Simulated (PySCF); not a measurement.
Be(SH)(SMe) (CH4BeS2), SMILES [S]([Be][SH])C. The structure is a stationary point at PBE0-D3(BJ)/def2-SVP. The values are those of a single conformer.

**Question.** Give the equilibrium geometry at PBE0-D3(BJ)/def2-SVP (PySCF confirms it by a frequency run) as bond lengths and angles. (Estimate from the structure and the level; the computed values follow.)

**Answer.** This is not unique; one that fits is 
Atoms: Be1 S2 H3 S4 C5 H6 H7 H8. Bonded distances (Å): Be1–S2 1.905, Be1–S4 1.896, S2–H3 1.354, S4–C5 1.834, C5–H6 1.098, C5–H7 1.098, C5–H8 1.098. Bond angles (°): S2–Be1–S4 179.3, Be1–S2–H3 92.8, Be1–S4–C5 101.5, S4–C5–H6 111.4, S4–C5–H7 106.6, S4–C5–H8 111.7, H6–C5–H7 108.6, H6–C5–H8 109.9, H7–C5–H8 108.5.
Charge 0, spin multiplicity 1.
